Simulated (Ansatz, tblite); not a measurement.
(SrO)n off (charge -1): vertical IE (eV) at several levels, gas phase, relaxed structures; Ansatz, xTB through tblite. Clusters are the lowest isomers that short searches found in that spin, judged at the geometry's level. Core potentials for Sr in the def2 sets, no spin–orbit coupling. Raw xTB energies of ions are shifted by several eV. The spins of the ions were chosen, not always searched. The structures are stationary points that may keep the symmetry of their start. Remarks come from the PBE and PBE0 runs and from stability tests at other levels; not every state was tested. A HOMO above zero means that the electron is unbound at that level and held by the basis, or that self-interaction error raises the level; the energy of removing that electron tells which. HOMO above LUMO (over both spins in singlets and doublets, within one spin in higher multiplets; at PBE or PBE0), or a gap under 0.15 eV within one spin, warns that the state may not be the lowest or that an electron is smeared out.

| species | state | geometry | GFN1-xTB | GFN2-xTB | r2SCAN-D4/def2-TZVPD | PBE0-D4/def2-TZVPD | remarks |
| --- | --- | --- | --- | --- | --- | --- | --- |
| SrO2⁻ (with an O–O bond) | doublet to singlet | PBE0-D4/def2-TZVPD | 4.88 | 6.18 | 0.90 | 0.97 | HOMO above zero at PBE or PBE0 |
| Sr2O2⁻ | doublet to singlet | r2SCAN-D4/def2-TZVPD | 5.91 | 6.20 | 0.28 | 0.25 | HOMO above zero at PBE or PBE0, gap within one spin near zero |
| Sr2O3⁻ (with an O–O bond) | doublet to singlet | PBE0-D4/def2-SVPD | 6.23 | 7.11 | 0.29 | 0.28 | HOMO above zero at PBE or PBE0, gap within one spin near zero |

Task: Estimate the column for PBE-D4/def2-TZVPD.

Result: SrO2⁻ (with an O–O bond) 0.91; Sr2O2⁻ 0.38; Sr2O3⁻ (with an O–O bond) 0.39.

Over the 3 species that have every level, the mean is 5.67 at GFN1-xTB, 6.50 at GFN2-xTB, 0.56 at PBE-D4/def2-TZVPD, 0.49 at r2SCAN-D4/def2-TZVPD, 0.50 at PBE0-D4/def2-TZVPD.
